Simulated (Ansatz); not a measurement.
Question: Name a neutral molecule of C, F, Ge, S and H with LUMO energy (PBE0/def2-TZVPP) between -0.45 and -0.15 eV and HOMO–LUMO gap (ωB97M-V/def2-TZVPP) between 11.05 and 11.35 eV (Ansatz, PBE0-D4/def2-TZVP geometry).

Answer: `C[S][Ge]([CH3])([F])[F]` (-0.26 eV, 11.20 eV). Other molecules can fit too; these were computed, each in one conformer that needn't be the lowest.
